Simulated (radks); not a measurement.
Results of a calculation; reference values are marked as such.
Charge is removed step by step from the 3p up level of Si+, starting from [Ne] 3s2 3p(up 1, down 0). Code: a radial shooting solver on a logarithmic mesh with Libxc functionals. Model: scalar-relativistic Kohn-Sham, r2SCAN, spin-polarised, spherical densities, finite nucleus; meta-GGA in the generalised Kohn-Sham scheme; Fermi nuclear charge, rms radius 3.1224 fm.

| removed (e) | E - E(0) (eV) | eigenvalue (eV) | E minus straight line (eV) |
|---|---|---|---|
| 0 | 0.000 | -12.173 | 0.000 |
| 0.125 | 1.583 | -13.160 | -0.440 |
| 0.25 | 3.290 | -14.157 | -0.755 |
| 0.375 | 5.123 | -15.164 | -0.946 |
| 0.5 | 7.081 | -16.176 | -1.010 |
| 0.625 | 9.167 | -17.191 | -0.947 |
| 0.75 | 11.379 | -18.203 | -0.758 |
| 0.875 | 13.717 | -19.212 | -0.443 |
| 1 | 16.183 | -20.257 | 0.000 |

Removing the whole electron costs 16.183 eV by Delta-SCF, against 12.173 eV from minus the eigenvalue at the starting occupation. Slater's transition state (half an electron removed) gives 16.176 eV. Integrating minus the eigenvalue over the occupation (Janak's theorem) gives 16.184 eV. In this scalar-relativistic scheme the density is built from large components alone, so the theorem holds only approximately. The mean slope of the eigenvalue, de/dn, is 8.08 eV per electron. Ionisation energy of Si+ in the NIST Atomic Spectra Database: 16.346 eV (measured).
